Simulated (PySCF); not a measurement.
**LDA on Se³⁺ (selenium, charge +3)**

Configuration: [Ar] 3d10 4s2 4p1, 2P determinant. All numbers are calculated (PySCF 2.14, scalar relativity through the core potential, in aug-cc-pVDZ-PP with ECP10MDF).

```json
{
  "Total energy": "-370.2461 hartree",
  "One-electron energy": "-624.4763 hartree",
  "Hartree (Coulomb) energy": "281.5441 hartree",
  "Exchange-correlation energy": "-27.3138 hartree",
  "⟨S²⟩": "0.7506",
  "⟨L²⟩": "2.004",
  "Sum of ⟨r⟩": "16.12 bohr",
  "Sum of ⟨r²⟩": "18.11 bohr²",
  "Traceless quadrupole moment −½Σ⟨3z² − r²⟩ along its main axis": "-1.54 e·bohr²"
}
```

```
shell  electrons  mean orbital energy (hartree)  spread (hartree)  rms radius, mean of both spins (bohr)
 3s α          1                       -8.80361                 0                                  0.619
 3s β          1                       -8.79920                 0                                  0.619
 3p α          3                       -6.94232           0.02278                                  0.641
 3p β          3                       -6.93753           0.02901                                  0.641
 3d α          5                       -3.32134           0.02073                                  0.692
 3d β          5                       -3.31477           0.02852                                  0.692
 4s α          1                       -1.84014                 0                                   1.74
 4s β          1                       -1.80308                 0                                   1.74
 4p α          1                       -1.35608                 0                                   2.01
```

Energies and moments cover only the electrons outside the core potential.
